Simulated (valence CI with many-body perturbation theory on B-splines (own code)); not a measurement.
Se²¹⁺: electric-dipole lines

Calculated by relativistic CI+MBPT: three valence electrons over a frozen Dirac-Fock core [Ne], a basis of 11 s, 11 p, 10 d, 8 f, 5 g, 2 h functions for each j, with the one-electron correlation potential Σ1, the two-electron term Σ2, the three-electron term Σ3, Breit, model QED; selected CI, second order for the rest, scaled by the run's own slope (own B-spline code, finite nucleus).

No measured spectrum was set against this ion. As an estimate, levels of excited configurations hold to 0.05 to 0.15 % of their energy, terms of the ground configuration to about 0.5 %.

Lines 1 to 50 of 575 in falling wavelength, among levels below 32.547 Ry, chosen from the strongest by gf and those to the six lowest levels. Wavelengths and rates use the calculated energies, so an error of 500 cm⁻¹ moves a line at 544.3 Å by 0.27 % and its rate by three times that or more. Electric multipoles are in the length gauge, E1 and E2 with the static RPA response of the core. Weak lines are less certain than strong ones. Lines between different terms over intervals too small for the method are left out, as are lines whose strength nearly cancels. Where a level lies close to another of its J and parity, the split of strength between their lines is uncertain. The highest levels of a list are the least certain.

Names give the largest LS component (configuration and term), which can be under half, so a name can repeat, a term be missing and a line seem to break the LS rules; names also repeat where a configuration has a term twice. Letters in brackets count levels of one name in rising energy.

```csv
λ vac (Å),Upper,Lower,A (s⁻¹),log gf,Branch %
544.3,3s2.4p 2P°_1/2,3s2.4s 2S_1/2,2.70e+09,-0.62,0.9
473.9,3s2.4p 2P°_3/2,3s2.4s 2S_1/2,4.00e+09,-0.27,1.3
335.7,3s.3p2 4P_1/2,3s2.3p 2P°_3/2,5.27e+07,-2.75,11.4
332.2,3p3 2D°_5/2,3s.3p2 2P_3/2,1.32e+09,-0.88,16.0
300.5,3p2.3d 2G_7/2,3s.3p.3d 2F°_5/2 [c],1.84e+09,-0.70,8.6
298.4,3s.3p2 4P_3/2,3s2.3p 2P°_3/2,5.79e+07,-2.51,87.7
277.0,3p2.3d 2F_5/2 [a],3s.3p.3d 2F°_5/2 [b],2.29e+09,-0.80,14.7
276.0,3p.3d2 2G°_9/2 [a],3s.3d2 2G_9/2,2.03e+09,-0.63,4.3
275.0,3p.3d2 2G°_9/2 [a],3s.3d2 2G_7/2,3.05e+09,-0.46,6.4
273.9,3s.3p2 4P_5/2,3s2.3p 2P°_3/2,3.98e+08,-1.57,100.0
272.5,3p2.3d 4F_9/2,3s.3p.3d 2F°_7/2 [a],1.41e+09,-0.80,4.9
272.4,3p.3d2 2G°_9/2 [b],3s.3d2 2F_7/2,1.19e+09,-0.88,2.1
270.6,3p2.3d 2G_9/2,3s.3p.3d 2F°_7/2 [b],3.06e+09,-0.47,13.8
269.2,3s.3p2 4P_1/2,3s2.3p 2P°_1/2,4.11e+08,-2.05,88.6
266.3,3p.3d2 4G°_5/2,3s.3d2 4F_3/2,4.96e+09,-0.50,20.0
259.2,3p.3d2 4G°_7/2,3s.3d2 4F_7/2,2.06e+09,-0.78,8.0
257.2,3p.3d2 2G°_7/2 [b],3s.3d2 2G_7/2,1.66e+09,-0.88,2.3
255.9,3p.3d2 4G°_7/2,3s.3d2 4F_5/2,3.35e+09,-0.58,13.0
254.8,3p.3d2 4F°_9/2,3s.3d2 2G_7/2,2.22e+09,-0.67,2.7
253.8,3p.3d2 4G°_7/2,3p2.3d 2D_5/2 [b],2.19e+09,-0.77,8.5
247.7,3p.3d2 4G°_9/2,3s.3d2 4F_9/2,2.43e+09,-0.65,8.5
244.6,3s.3p2 4P_3/2,3s2.3p 2P°_1/2,8.15e+06,-3.53,12.3
243.2,3p.3d2 4G°_9/2,3s.3d2 4F_7/2,6.71e+09,-0.23,23.6
237.0,3p.3d2 2F°_5/2 [c],3s.3d2 2F_5/2,4.09e+09,-0.69,3.6
236.5,3p2.3d 2F_7/2 [a],3s.3p.3d 4D°_5/2,2.46e+09,-0.78,13.1
236.2,3p3 2P°_3/2,3s.3p2 2P_3/2,4.30e+09,-0.84,11.7
233.8,3p2.3d 4F_3/2,3s.3p.3d 4D°_1/2,4.76e+09,-0.81,15.1
232.8,3p.3d2 2G°_9/2 [b],3s.3d2 2G_7/2,7.93e+09,-0.19,14.0
232.4,3p2.3d 2F_7/2 [b],3s.3p.3d 2D°_5/2,4.19e+09,-0.57,3.9
231.8,3p3 2D°_3/2,3s.3p2 2D_3/2,2.43e+09,-1.11,11.0
229.9,3p2.3d 2F_5/2 [b],3s.3p.3d 2F°_5/2 [c],2.99e+09,-0.85,2.7
227.0,3s.3p2 2D_3/2,3s2.3p 2P°_3/2,4.22e+07,-2.88,0.5
226.5,3p2.3d 2F_5/2 [b],3s.3p.3d 2F°_7/2 [b],3.16e+09,-0.84,2.9
226.3,3p2.3d 2G_9/2,3s.3p.3d 2F°_7/2 [a],7.29e+09,-0.25,32.9
226.1,3p.3d2 2P°_3/2 [b],3s.3d2 2S_1/2,7.68e+09,-0.63,10.2
226.1,3p.3d2 2P°_3/2 [a],3s.3d2 2D_5/2,4.76e+09,-0.84,3.7
225.4,3p.3d2 4G°_11/2,3s.3d2 4F_9/2,1.22e+10,0.05,43.2
225.3,3p3 2D°_5/2,3s.3p2 2D_5/2,4.94e+09,-0.65,59.9
222.6,3p.3d2 4P°_3/2,3s.3d2 4P_5/2,7.32e+09,-0.66,9.8
222.5,3p.3d2 2F°_7/2 [a],3s.3d2 4F_9/2,4.62e+09,-0.56,8.4
222.5,3p.3d2 2H°_11/2,3s.3d2 2G_9/2,1.97e+10,0.24,55.4
221.2,3p2.3d 4F_5/2,3s.3p.3d 4D°_3/2,3.45e+09,-0.82,11.2
219.5,3p.3d2 4P°_3/2,3s.3d2 4P_1/2,5.77e+09,-0.78,7.7
218.8,3p.3d2 4D°_5/2 [a],3s.3d2 4P_3/2,4.01e+09,-0.76,7.1
218.6,3p2.3d 4F_9/2,3s.3p.3d 4D°_7/2,5.12e+09,-0.44,17.9
217.0,3s.3p2 2D_5/2,3s2.3p 2P°_3/2,3.54e+09,-0.82,100.0
216.8,3p2.3d 2G_7/2,3s.3p.3d 2F°_5/2 [b],3.07e+09,-0.76,14.4
215.5,3p3 2D°_5/2,3s.3p2 2D_3/2,8.57e+08,-1.45,10.4
215.2,3p.3d2 4D°_7/2 [a],3s.3d2 4P_5/2,6.26e+09,-0.46,9.5
214.6,3p.3d2 2F°_7/2 [c],3s.3d2 2F_7/2,2.91e+09,-0.79,2.3
```

Q: How does gf follow from A for the line at 269.2 Å?

A: gf = 1.4992 × (2J+1)_upper × A / σ², with σ = 371506 cm⁻¹ and 2J+1 = 2: gf = 0.00894.
